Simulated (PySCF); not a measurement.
NMR data sheet: C8H6

| Quantity | Value |
| --- | --- |
| Formula | C8H6 |
| SMILES | C#CC1=CC(=C)C=C1 |
| InChI | InChI=1S/C8H6/c1-3-8-5-4-7(2)6-8/h1,4-6H,2H2 |
| Point group of the computed structure | Cs |
| Degrees of unsaturation | 6 |
| Carbon signals | 8 |
| Proton signals | 6 |

Structure with atom numbers: `[CH:1]#[C:2][C:3]1=[CH:4][C:5](=[CH2:6])[CH:7]=[CH:8]1`; H(Xn) means a hydrogen on atom n. Ha(C6) is cis to C4; Hb(C6) is trans to C4.

PySCF 2.14 calculation with GIAO PBE0/pcSseg-1 shieldings and geometry from GFN2-xTB; non-relativistic, one conformer, no solvent.

Chemical shifts δ = σref − σ; ¹H (σref 31.72) and ¹³C (σref 186.93) against TMS, all at this level.

```tsv
carbon	δC, type	δH (multiplicity)	HMBC from (2–3 bonds)	span of the C tensor (ppm)
C1	94.7, CH	3.15 (s)	–	156
C2	85.3, C	–	H(C8), H(C4), H(C1)	298
C3	134.6, C	–	H(C8), H(C4), H(C7), H(C1)	182
C4	137.7, CH	6.67 (s)	H(C8), H(C7), Hb(C6), Ha(C6)	199
C5	159.7, C	–	H(C8), H(C4), H(C7), Hb(C6), Ha(C6)	215
C6	134.6, CH2	Hb(C6) 6.22 (m); Ha(C6) 6.22 (m)	H(C4), H(C7)	203
C7	131.3, CH	6.36 (d)	H(C8), H(C4), Hb(C6), Ha(C6)	191
C8	143.5, CH	6.70 (d)	H(C4), H(C7)	193
```

1. Carbon types of the structure: 3 × C, 4 × CH, 1 × CH2, which accounts for all hydrogens.
2. δC 159.7, 134.6: fully substituted alkene carbon; the olefinic region.
3. δC 143.5, 137.7, 131.3: alkene CH; as expected for a trigonal carbon in a double bond.
4. δC 134.6: terminal =CH2 carbon; an sp2 carbon of a C=C bond.
5. δC 94.7: terminal alkyne carbon; sp carbons lie upfield of alkene carbons because the cylindrical π system leaves one tensor component strongly shielded.
6. δC 85.3: alkyne carbon; sp carbons lie upfield of alkene carbons because the cylindrical π system leaves one tensor component strongly shielded.

Shifts are as computed. Against solution values, carbons near 30 ppm lie about +3 ppm off and those near 130 ppm about +5 ppm. Of 1211 compounds with measured shifts, 218 miss one by over three times the rms of a fit or turn the order of signals round; such compounds aren't used in these exercises. No couplings were computed; multiplicities are counted from neighbouring protons, with m where these are inequivalent, close in shift, in a saturated or five-membered ring or joined by F or P, and br s for small geminal =CH2 splittings.
